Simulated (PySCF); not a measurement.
**Electron correlation in Cl⁺ (chlorine, charge +1)**

[Ne] 3s2 3p4, high-spin 3P determinant. Calculation: PySCF 2.14, in aug-cc-pVDZ-DK (5s4p2d, 27 functions); scalar relativity by spin-free X2C-1e. Frozen: [Ne]; 6 electrons correlated.

MP2 pair energies summed by pair of shells (mhartree):

```csv
pair,energy,share (%)
3p-3p,-44.85,49.4
3s-3p,-38.76,42.7
3s-3s,-7.19,7.9
```

Total MP2 correlation energy: -90.81 mhartree.

Same-spin part -22.39 and opposite-spin part -68.42 mhartree; SCS-MP2 scales them by 1/3 and 6/5 to -89.56 mhartree.

| level | correlation energy (mhartree) |
| --- | --- |
| CCSD | -110.48 |
| (T) | -1.51 |
| CCSD(T) | -111.99 |

Diagnostics: T1 = 0.0072, D1 = 0.0237, largest double amplitude 0.043.

Is a single reference adequate?

Yes: T1 lies below 0.03 and no double amplitude reaches 0.07.
